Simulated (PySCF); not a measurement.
SMILES c1ccc([SiH2]C(=O)C)cc1 at its GFN2-xTB optimised geometry (Å):

```
20

C     -0.2446    -2.4702    -2.4293
C     -0.3797    -2.6755    -0.9429
O      0.1695    -3.5878    -0.3682
Si    -1.4459    -1.3920     0.0240
C     -0.4732     0.2272     0.0000
C     -1.1268     1.4570     0.0028
C     -0.4176     2.6442     0.0009
C      0.9672     2.6239    -0.0008
C      1.6359     1.4112     0.0000
C      0.9210     0.2272     0.0000
H      0.4214    -3.2086    -2.8710
H      0.1326    -1.4668    -2.6181
H     -1.2304    -2.5463    -2.8836
H     -2.7162    -1.2152    -0.6912
H     -1.6502    -1.8850     1.3849
H     -2.2070     1.4794     0.0054
H     -0.9442     3.5878     0.0012
H      1.5235     3.5499    -0.0026
H      2.7162     1.3890    -0.0001
H      1.4519    -0.7151     0.0006
```

Calculation: PySCF with PBE0/def2-SVP.

Map of the electrostatic potential (hartree/e), clipped to [-0.08, 0.12] on the plane z = 1.2 Å:

```
|-------------------------------|
|-------------------------------|
|-------------------------------|
|-------------------------------|
|-----------===-----==----------|
|-----------===----====---------|
|------------==----===----------|
|-------------===-===-----------|
|------------==+==++=-----------|
|-------------=======-----------|
|-------===-===----===----------|
|-------=====+=----=+=====------|
|-------=====+=----=+====-------|
|-------========---===----------|
|-------=======+==+==-----------|
|-------==++++++==++=-----------|
|-------=+*###++====------------|
|-------=+#@@@%+==--------------|
|-------=+#@@@@#+=--------------|
|--------=%@@@@#+=--------------|
|--------=#@@@%+=---------------|
|---------+@@%+=-:::::::--------|
|----------===-:....::::::------|
|------------::.   ..::::::-----|
|----------:::.    ...::::::----|
|---------:::..     ..:::::::---|
|--------::::..    ...:::::::---|
|--------::::...  ....:::::::---|
|-------::::::.......:::::::::--|
|-------:::::::......:::::::::--|
|-------:::::::::.::::::::::::--|
```
Scale: ten equal steps from -0.059 (start of ' ') to 0.120 (end of '@'), in the order ' .:-=+*#%@'; x runs from -6.00 to 6.00, y from -6.00 (bottom) to 6.00 (top).
